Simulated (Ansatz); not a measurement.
Species: H3AlS3, SMILES `[SH][Al]([SH])[SH]` (charge 0, multiplicity 1), formula H3AlS3.

Task: How many basis functions does frozen-core CCSD(T)/def2-TZVPP // B3LYP-D3(BJ)/def2-TZVP in Ansatz (a program for electronic structure) use, how many core orbitals are frozen, and how many electrons are correlated?

Result: 210 basis functions and 20 frozen orbitals, which leaves 24 correlated electrons. Core time is of the order of minutes.
